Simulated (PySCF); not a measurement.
Computed shifts of a molecule C2H8FNSi2, PySCF with PBE0/pcSseg-1, GIAO, gas phase, atoms alike by connectivity averaged where their shifts nearly agree, in ppm (number of nuclei): ¹³C: 41.1 (1), -3.6 (1). ²⁹Si: 10.3 (1), -6.7 (1). ¹⁵N: 76.6 (1). ¹⁹F: -145.2 (1). ¹H: 5.84 (1), 4.91 (1), 3.53 (1), 3.26 (1), 2.10 (1), 0.81 (3). References: ¹³C against TMS (σ = 186.3 ppm); ²⁹Si against TMS (σ = 352.7 ppm); ¹⁵N against NH3 (σ = 267.4 ppm); ¹⁹F against CFCl3 (σ = 167.2 ppm); ¹H against TMS (σ = 31.56 ppm), references at their B3LYP-D3(BJ)/def2-TZVP geometries, non-relativistic. Coordinates come from a TPSSh-D3(BJ)/def2-SVP optimisation. One conformer was computed; it need not be the lowest.

Question: Identify the compound among the candidates.
A) N[Si]1(F)C[SiH2]C1
B) N[Si@H]1C[Si@@H](F)C1
C) C[Si@H]1CN[Si@H]1F
D) F[Si]1([SiH3])CNC1

Answer: C, C[Si@H]1CN[Si@H]1F
